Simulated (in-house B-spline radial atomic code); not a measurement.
**Ionising Si with different functionals**

Computed with a radial B-spline atomic code at the basis-set limit: four-component Dirac-Coulomb Hamiltonian, Fermi nucleus of rms radius 3.1224 fm, spin-restricted, spherical fractional occupations for the functionals. The ionisation energy is the difference of two self-consistent energies, [Ne] 3s2 3p2 → [Ne] 3s2 3p1, without Breit or QED terms; ε is the level of the shell that loses the electron (mean over j). The electron is taken from both j subshells in proportion to 2j + 1, so the result is a j average, not the step between ground levels.

Hybrids are left out here: with spherical fractional occupations of an open shell their exact exchange keeps a self-interaction that integer-occupation calculations don't have.

```tsv
method	rung	ΔSCF (eV)	-ε(3p) (eV)
LDA VWN5	LDA	7.82	4.16
relativistic LDA	LDA	7.82	4.16
LDA PW92	LDA	7.82	4.16
LDA exchange-only	LDA	6.77	3.20
PBE	GGA	7.74	4.08
PBEsol	GGA	7.71	4.06
BLYP	GGA	7.59	3.93
RPBE	GGA	7.73	4.08
PW91	GGA	7.78	4.12
BP86	GGA	7.84	4.18
AM05	GGA	7.69	4.03
OLYP	GGA	7.61	3.94
```

Question: How do they compare with the NIST value?

Answer: NIST lists 8.152 eV (measured, ground level to ground level). Errors run from -1.38 to -0.31 eV; BP86 is closest (-0.31 eV), but part of that can be cancellation, since the calculations leave out Breit-QED terms, spin polarisation, the choice among j levels, multiplet and fine-structure energies.
